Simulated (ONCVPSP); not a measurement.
Li (Z = 3) ONCV: all-electron and pseudo phase curves

```
Element                 : lithium
Generator               : ONCVPSP 4.0.1
Type                    : optimised norm-conserving Vanderbilt (ONCV)
Functional              : PW91
Relativity              : scalar-relativistic
Frozen core             : none
Valence charge          : 3
Reference configuration : 1s2 2s1
Partial waves           : 1s+2s: rc 1.05 bohr, ncon 4, nbas 8, qcut 14.7 1/bohr, 2 projectors; p scattering state at 0.22 Ha: rc 0.90 bohr, ncon 3, nbas 7, qcut 7.5 1/bohr, 3 projectors, debl 0.4 Ha
Local potential         : polynomial inside 0.85 bohr (lpopt 5, dvloc0 1 Ha)
Core correction         : none
```

The phase is arctan(r·R′/R) of the radial function R(r), unwrapped; energies in Ha, scanned from -3 to 5 Ha. A pole is an energy at which the radial function vanishes at the test radius. The pseudo phase is shifted by a multiple of π to meet the all-electron one at the reference energy, and phase errors are pseudo minus all-electron; the curves can meet again beyond the range given. Levels narrower than the energy grid can be missing from the lists of poles.

Problem. For each channel, where are the poles, and over which energies does the pseudopotential scatter like the atom?

Solution.

```json
{"channel": "s", "radius (bohr)": "1.06", "reference energy (Ha)": "-0.11", "poles, all-electron": "-1.20", "poles, pseudo": "-1.20", "unbroken range about the reference energy with phases within 0.05 rad": "the whole range", "phase error 1 Ha above the reference energy (rad)": "+0.000"}
{"channel": "p", "radius (bohr)": "0.91", "reference energy (Ha)": "0.22", "poles, all-electron": "none", "poles, pseudo": "none", "unbroken range about the reference energy with phases within 0.05 rad": "the whole range", "phase error 1 Ha above the reference energy (rad)": "-0.000"}
```

Phases in the p channel:

```json
{"E (Ha)": "-2.98", "all-electron": "0.925", "pseudo": "0.925"}
{"E (Ha)": "-2.76", "all-electron": "0.899", "pseudo": "0.899"}
{"E (Ha)": "-2.54", "all-electron": "0.870", "pseudo": "0.870"}
{"E (Ha)": "-2.32", "all-electron": "0.838", "pseudo": "0.838"}
{"E (Ha)": "-2.10", "all-electron": "0.803", "pseudo": "0.803"}
{"E (Ha)": "-1.88", "all-electron": "0.764", "pseudo": "0.764"}
{"E (Ha)": "-1.66", "all-electron": "0.721", "pseudo": "0.721"}
{"E (Ha)": "-1.44", "all-electron": "0.672", "pseudo": "0.672"}
{"E (Ha)": "-1.22", "all-electron": "0.619", "pseudo": "0.619"}
{"E (Ha)": "-1.00", "all-electron": "0.560", "pseudo": "0.559"}
{"E (Ha)": "-0.78", "all-electron": "0.493", "pseudo": "0.493"}
{"E (Ha)": "-0.56", "all-electron": "0.420", "pseudo": "0.421"}
{"E (Ha)": "-0.34", "all-electron": "0.339", "pseudo": "0.339"}
{"E (Ha)": "-0.12", "all-electron": "0.250", "pseudo": "0.250"}
{"E (Ha)": "0.10", "all-electron": "0.154", "pseudo": "0.154"}
{"E (Ha)": "0.32", "all-electron": "0.051", "pseudo": "0.051"}
{"E (Ha)": "0.54", "all-electron": "-0.056", "pseudo": "-0.056"}
{"E (Ha)": "0.76", "all-electron": "-0.166", "pseudo": "-0.166"}
{"E (Ha)": "0.98", "all-electron": "-0.277", "pseudo": "-0.277"}
{"E (Ha)": "1.20", "all-electron": "-0.385", "pseudo": "-0.385"}
{"E (Ha)": "1.42", "all-electron": "-0.488", "pseudo": "-0.488"}
{"E (Ha)": "1.64", "all-electron": "-0.585", "pseudo": "-0.585"}
{"E (Ha)": "1.86", "all-electron": "-0.675", "pseudo": "-0.675"}
{"E (Ha)": "2.08", "all-electron": "-0.757", "pseudo": "-0.757"}
{"E (Ha)": "2.30", "all-electron": "-0.832", "pseudo": "-0.832"}
{"E (Ha)": "2.52", "all-electron": "-0.899", "pseudo": "-0.899"}
{"E (Ha)": "2.74", "all-electron": "-0.960", "pseudo": "-0.960"}
{"E (Ha)": "2.96", "all-electron": "-1.015", "pseudo": "-1.015"}
{"E (Ha)": "3.18", "all-electron": "-1.064", "pseudo": "-1.064"}
{"E (Ha)": "3.40", "all-electron": "-1.109", "pseudo": "-1.109"}
{"E (Ha)": "3.62", "all-electron": "-1.149", "pseudo": "-1.149"}
{"E (Ha)": "3.84", "all-electron": "-1.185", "pseudo": "-1.185"}
{"E (Ha)": "4.06", "all-electron": "-1.218", "pseudo": "-1.218"}
{"E (Ha)": "4.28", "all-electron": "-1.249", "pseudo": "-1.249"}
{"E (Ha)": "4.50", "all-electron": "-1.277", "pseudo": "-1.277"}
{"E (Ha)": "4.72", "all-electron": "-1.303", "pseudo": "-1.303"}
{"E (Ha)": "4.94", "all-electron": "-1.327", "pseudo": "-1.327"}
```
